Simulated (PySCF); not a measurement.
Molecular orbitals of PbBr

B97-3 at R = 2.637 Å; basis Pb cc-pVDZ-PP with ECP60, Br cc-pVDZ-PP with ECP10; scalar-relativistic core potentials; PySCF 2.14. State: ²Π (doublet), unpaired electrons π ↑. Only the outer orbitals are listed, counted within each symmetry, core potentials removing the inner ones.

| spin | orbital | occ. | ε (eV) | on Pb (%) | main shells (%) |
| --- | --- | --- | --- | --- | --- |
| α | 7σ | 1 | -21.12 | 8 | 92 Br s |
| α | 8σ | 1 | -14.13 | 89 | 89 Pb s |
| α | 9σ | 1 | -8.37 | 29 | 71 Br p, 21 Pb p |
| α | 5π | 1 | -8.00 | 9 | 91 Br p, 8 Pb p |
| α | 5π | 1 | -7.96 | 7 | 93 Br p |
| α | 6π | 1 | -4.74 | 92 | 92 Pb p |
| α | 6π | 0 | -2.93 | 94 | 94 Pb p |
| α | 10σ | 0 | -0.90 | 86 | 82 Pb p, 15 Br p |
| α | 11σ | 0 | 5.56 | 101 | 89 Pb s |
| β | 7σ | 1 | -21.04 | 7 | 92 Br s |
| β | 8σ | 1 | -13.46 | 87 | 87 Pb s, 10 Br p |
| β | 9σ | 1 | -8.24 | 30 | 70 Br p, 19 Pb p, 9 Pb s |
| β | 5π | 1 | -7.94 | 6 | 93 Br p |
| β | 5π | 1 | -7.78 | 6 | 94 Br p |
| β | 6π | 0 | -2.83 | 94 | 94 Pb p |
| β | 6π | 0 | -2.45 | 95 | 95 Pb p |
| β | 10σ | 0 | -0.81 | 88 | 84 Pb p, 14 Br p |

Which are the highest filled and the lowest empty level, where do they sit, and how wide is the gap?

Highest filled α 6π at -4.74 eV (in %: 92 Pb p); lowest empty α 6π at -2.93 eV (in %: 94 Pb p); the gap at B97-3 is 1.81 eV. Both belong to one degenerate shell, split only by its one-sided filling, so this is no excitation gap.

```
bond order (Mayer)                               : 1.00
⟨S²⟩                                             : 0.752
charge on Pb (Mulliken, basis-dependent)         : 0.38
charge on Pb (Löwdin, basis-dependent)           : 0.29
dipole moment (positive dipole means Pb(−)Br(+)) : -3.83 D
```

Shares are Mulliken populations and can fall outside 0 to 100 %.

Spin–orbit coupling is left out, which matters for elements this heavy, above all for dissociation energies. The state was picked by a PBE0 search and need not be the measured ground state.
